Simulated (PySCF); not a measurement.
Molecule: SMILES CC1=C[SiH2]C=C1, C₅H₈Si.

Atoms are numbered as in `[CH3:1][C:2]1=[CH:3][SiH2:4][CH:5]=[CH:6]1`. Hydrogens are named by the atom that carries them.

Geometry PBE0-D3(BJ)/def2-SVP throughout; GIAO in PySCF 2.14, gas phase, one conformer, non-relativistic; equivalent atoms averaged; basis pcSseg-1.

(1) How do the absolute shieldings σ depend on the functional? (a selection of nuclei; ppm; last column core-seconds on 1 thread of an Arm Neoverse V2, shared host)

(2) Which nucleus among those listed moves most, in ppm?

Results:

(1) 
```csv
functional,kind,C2,C6,C5,C3,C1,Si4,H(C6),H(C5),H(C3),core-s
PBE0,global hybrid,16.3,23.4,48.8,59.4,159.7,390.3,24.23,24.87,25.45,12
mPW1PW91,global hybrid,15.4,22.6,48.1,58.5,158.8,388.5,24.31,24.95,25.53,12
WP04,global hybrid,5.1,13.6,39.1,47.8,147.3,376.9,24.94,25.62,26.11,12
B97-2,global hybrid,19.2,26.6,52.0,62.0,159.0,395.7,24.39,25.08,25.65,12
BHandHLYP,global hybrid,13.5,21.7,46.8,58.4,160.0,397.3,24.53,25.14,25.74,11
CAM-B3LYP,range-separated hybrid,10.6,18.6,43.6,55.2,158.4,383.4,24.40,24.99,25.60,16
wB97X-D,range-separated hybrid,15.3,22.8,48.4,59.2,160.1,390.5,24.40,24.99,25.58,15
LC-wPBE,range-separated hybrid,16.2,23.0,47.2,58.2,164.9,393.1,24.33,24.77,25.38,22
```

(2) Si4 (silicon bonded to 2 C, 2 H, in a 5-membered ring): from 376.9 ppm with WP04 to 397.3 ppm with BHandHLYP. The smallest spread is 0.71 ppm, at H(C6). Proton shifts span only some 12 ppm, so a few tenths of a ppm matter as much there as several ppm in carbon.
